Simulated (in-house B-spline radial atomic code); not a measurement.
Values are calculated unless marked as measured or tabulated.
## Rb in an electron gas of r_s = 2.07: phase shifts, screening, friction and resistivity

A nucleus sits in a uniform electron gas with a rigid positive background. The Kohn-Sham equations are solved self-consistently in the spin-unpolarised LDA (PW92), non-relativistic, on B-splines with outgoing waves at the boundary and partial waves to l = 8. The model has no lattice, no bands and no magnetic solution. Atomic units; δ_l are the phase shifts at the Fermi level, counted so that each bound state adds π, and good to about 0.0005.

The density parameter is r_s = 2.07 bohr, near that of the valence electrons of Al (3 per atom, density 2.7 g/cm³, mass 26.98 u, which gives r_s = 2.07).

```
l  δ_l (rad)
0    11.1699
1     8.6310
2     4.0858
3     0.0715
4     0.0108
5     0.0021
6     0.0003
7     0.0001
8     0.0000
```

Bound levels below the band bottom (hartree): s -10.07, p -7.718, d -3.467, s -0.7288, p -0.2068 and deeper ones.

(1) Check the Friedel sum rule, and say where the screening charge sits.

(2) Find the transport cross section and the electronic stopping of a 5 keV Rb ion (mass 85.47 u).

(3) What residual resistivity would 1 atomic per cent of such centres give in Al?

(4) On a substitutional site the background of one host ion, a sphere holding 3 charges, is taken out. The phase shifts for l = 0 to 4 become 10.8977, 8.4193, 3.4407, 0.0098, -0.0012. What follows?

## Answers

(1) k_F = (9π/4)^(1/3)/r_s = 0.92713. The rule is Z = (2/π) Σ (2l + 1) δ_l. The terms are s 7.111, p 16.484, d 13.006, f 0.319 and 0.080 beyond, in all 36.999 against Z = 37. Bound states hold 8 s, 18 p, 10 d electrons, so the scattering states carry 1.00 in all; where a term is smaller than its bound count, the bound level has drawn weight out of the band.

(2) σ_tr = (4π/k_F²) Σ (l + 1) sin²(δ_l − δ_(l+1)). The terms for l = 0 to 3 are 0.3213, 1.9446, 1.7606, 0.0147, all together 4.0417, so σ_tr = 14.619 × 4.0417 = 59.087 bohr². With n = 3/(4π r_s³) = 0.02692, the friction coefficient is Q = n k_F σ_tr = 1.4744. For v well below v_F = 0.927, dE/dx = Q v; with 24801 eV per u at v = 1, v = √(5000/(24801 × 85.47)) = 0.0486, so dE/dx = 0.07161 hartree/bohr = 36.8 eV/nm. The largest term couples the p and d waves.

(3) Δρ = k_F n_i σ_tr/n in atomic units of 21.74 μΩ·cm. With one host atom per 3 electrons, n_i/n = 0.01/3, so Δρ = 0.9271 × 0.00333 × 59.087 × 21.74 = 3.97 μΩ·cm. This is an atom added to the gas, as on an interstitial site.

(4) The Friedel sum is now 34.01, for Z − 3 = 34. The sum in σ_tr is 2.4852, so σ_tr = 36.33 bohr² and Δρ = 2.44 μΩ·cm per atomic per cent, 0.61 times the value above. A real host ion scatters too, so this model doesn't give zero even for the host's own atom.
